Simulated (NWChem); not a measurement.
**Total energies of bromine monochloride (BrCl)**

SMILES: ClBr
```xyz
2

Cl     0.0000     0.0000     1.4776
Br     0.0000     0.0000    -0.7177
```
Charge 0, spin multiplicity 1.

The numbers come from NWChem runs, not from measurements. The geometry was optimised at B3LYP/def2-SVP, a minimum by its harmonic frequencies.

Basis set: STO-3G (27 functions).

```json
[
 {"method": "RHF", "total energy (Ha)": "-2999.22682"},
 {"method": "MP2", "total energy (Ha)": "-2999.24548"},
 {"method": "B2PLYP", "total energy (Ha)": "-3000.68750"},
 {"method": "PBE", "total energy (Ha)": "-3000.52987"},
 {"method": "B3LYP", "total energy (Ha)": "-3001.15475"},
 {"method": "r2SCAN", "total energy (Ha)": "-3001.25409"},
 {"method": "CCSD(T)", "total energy (Ha)": "-2999.25493"}
]
```

Total energies of different functionals aren't comparable as a measure of quality: only differences taken within one method are. 

The Hamiltonian is non-relativistic. The correlated methods keep 14 core orbitals frozen. B3LYP has NWChem's definition, with VWN1-RPA local correlation. Coupled-cluster values serve here as a point of comparison, not as the truth.
